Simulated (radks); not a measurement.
The erbium ion Er4+, configuration [Kr] 4d10 4f10 5s2 5p4 6s2 (not the ground configuration). Method: scalar-relativistic Kohn-Sham, exchange-only r2SCAN, spin-polarised, spherical densities, finite nucleus; open shells are filled with parallel spins first (spin-orbit coupling, left out, can overturn this in heavy ions); meta-GGA in the generalised Kohn-Sham scheme; Fermi nuclear charge, rms radius 5.2516 fm; computed with a radial shooting solver on a logarithmic mesh with Libxc functionals. Some entries of the table are withheld. Estimate them.

orbital,occ.,eigenvalue (Ry),<1/r> (bohr^-1),<r> (bohr)
1s up,1,-4227.164,77.54,0.02037
1s down,1,-4227.143,77.54,0.02037
2s up,1,-716.0841,18.07,0.08645
2s down,1,-716.0793,18.07,0.08644
2p up,3,-633.6920,16.67,0.07673
2p down,3,-633.6772,16.67,0.07673
3s up,1,-165.1468,6.673,0.2251
3s down,1,-164.9511,6.678,0.2249
3p up,3,-139.9469,6.226,0.2244
3p down,3,-139.7472,6.232,0.2242
3d up,5,-108.3492,5.891,0.2039
3d down,5,-108.1920,5.897,0.2037
4s up,1,-37.14493,2.812,0.5073
4s down,1,-36.71183,2.809,0.5075
4p up,3,-28.78259,2.578,0.5372
4p down,3,-28.35433,2.575,0.5373
4d up,5,-17.51847,2.283,0.5794
4d down,5,-17.08577,2.282,0.5794
5s up,1,-8.31070,1.127,1.179
5s down,1,-7.83254,1.117,1.190
5p up,3,-6.11592,0.9833,1.332
5p down,1,-5.69697,0.9631,1.358
4f up,7,-5.14919,1.783,0.7102
4f down,3,-4.70810,1.776,0.7158
5d up,0,-3.34515,(1),1.728
5d down,0,-3.08842,(2),1.818
6s up,1,-2.75735,0.4941,2.606
6s down,1,-2.70947,0.4837,2.654
6p up,0,-2.15225,0.4393,2.928
6p down,0,-2.11649,0.4355,2.975
5f up,0,-1.24769,0.4345,2.919
5f down,0,-1.21340,0.4082,3.067

Answer. 
(1) 5d up <1/r> (bohr^-1): 0.7470
(2) 5d down <1/r> (bohr^-1): 0.7053
